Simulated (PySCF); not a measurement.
Cl4Te, charge +1, doublet, at a GFN2-xTB geometry (a state made from the parent by changing its charge; the spin is typed, not shown lowest) (all electrons, no relativity); B3LYP/STO-3G run with PySCF.

The PySCF input:
```python
from pyscf import gto, scf, dft

mol = gto.M(
    atom='''
Te   -0.00572274    0.01236630    0.26693104
Cl    1.11337271   -1.43495632   -1.08899499
Cl    1.85279584    1.50725672    0.73992591
Cl   -1.06293622    1.32596783   -1.26356022
Cl   -1.88572747   -1.43609457    0.79613434
''',
    basis='sto-3g',
    charge=1,
    spin=1,
    verbose=4,
)

mf = dft.UKS(mol)
mf.xc = 'b3lyp'
mf.kernel()
```

**Question.** What does PySCF print? Leave out banner, timings and long lists.

**Answer.** 
```
PySCF version 2.14.0

[INPUT] verbose = 4
[INPUT] num. atoms = 5
[INPUT] num. electrons = 119
[INPUT] charge = 1
[INPUT] spin (= nelec alpha-beta = 2S) = 1
[INPUT] symmetry False subgroup None
[INPUT] Mole.unit = angstrom
[INPUT] Symbol           X                Y                Z      unit          X                Y                Z       unit  Magmom
[INPUT]  1 Te    -0.005722740000   0.012366300000   0.266931040000 AA   -0.010814411282   0.023368920174   0.504426559745 Bohr   0.0
[INPUT]  2 Cl     1.113372710000  -1.434956320000  -1.088994990000 AA    2.103969496465  -2.711674445514  -2.057902282123 Bohr   0.0
[INPUT]  3 Cl     1.852795840000   1.507256720000   0.739925910000 AA    3.501276702333   2.848302400210   1.398257322370 Bohr   0.0
[INPUT]  4 Cl    -1.062936220000   1.325967830000  -1.263560220000 AA   -2.008658343680   2.505716048684  -2.387782757695 Bohr   0.0
[INPUT]  5 Cl    -1.885727470000  -1.436094570000   0.796134340000 AA   -3.563508463869  -2.713825426275   1.504475860961 Bohr   0.0

nuclear repulsion = 1043.89186613309
number of shells = 31
number of NR pGTOs = 189
number of NR cGTOs = 63
basis = sto-3g
ecp = {}

******** <class 'pyscf.dft.uks.UKS'> ********
method = UKS
initial guess = minao
damping factor = 0
level_shift factor = 0
DIIS = <class 'pyscf.scf.diis.CDIIS'>
diis_start_cycle = 1
diis_space = 8
diis_damp = 0
SCF conv_tol = 1e-09
SCF conv_tol_grad = None
SCF max_cycles = 50
direct_scf = True
direct_scf_tol = 1e-13
number electrons alpha = 60  beta = 59
XC library pyscf.dft.libxc version 7.1.2
    S. Lehtola, C. Steigemann, M. J. T. Oliveira, and M. A. L. Marques,  SoftwareX 7, 1–5 (2018)
XC functionals = b3lyp
    P. J. Stephens, F. J. Devlin, C. F. Chabalowski, and M. J. Frisch,  J. Phys. Chem. 98, 11623 (1994)
radial grids:
    Treutler-Ahlrichs [JCP 102, 346 (1995); DOI:10.1063/1.469408] (M4) radial grids

becke partition: Becke, JCP 88, 2547 (1988); DOI:10.1063/1.454033
pruning grids: <function nwchem_prune>
grids dens level: 3
symmetrized grids: False
atomic radii adjust function: <function treutler_atomic_radii_adjust>
small_rho_cutoff = 0
Set gradient conv threshold to 3.16228e-05
tot grids = 97480
init E= -8349.56300158844

cycle= 1 E= -8369.6421163922  delta_E= -20.1  |g|= 0.158  |ddm|= 2.57
cycle= 2 E= -8369.63899079489  delta_E= 0.00313  |g|= 0.141  |ddm|= 0.802
cycle= 3 E= -8369.66399450027  delta_E= -0.025  |g|= 0.0271  |ddm|= 0.518
cycle= 4 E= -8369.66509290267  delta_E= -0.0011  |g|= 0.00656  |ddm|= 0.112
cycle= 5 E= -8369.66516359191  delta_E= -7.07e-05  |g|= 0.00155  |ddm|= 0.0282
cycle= 6 E= -8369.66516994675  delta_E= -6.35e-06  |g|= 0.000178  |ddm|= 0.0097
cycle= 7 E= -8369.66517009146  delta_E= -1.45e-07  |g|= 2.2e-05  |ddm|= 0.00178
cycle= 8 E= -8369.66517009423  delta_E= -2.77e-09  |g|= 5.34e-06  |ddm|= 0.000262
cycle= 9 E= -8369.66517009439  delta_E= -1.58e-10  |g|= 1.91e-06  |ddm|= 7.4e-05
Extra cycle  E= -8369.66517009443  delta_E= -4.55e-11  |g|= 2.86e-06  |ddm|= 2.09e-05
converged SCF energy = -8369.66517009443  <S^2> = 0.7622913  2S+1 = 2.0122538
```
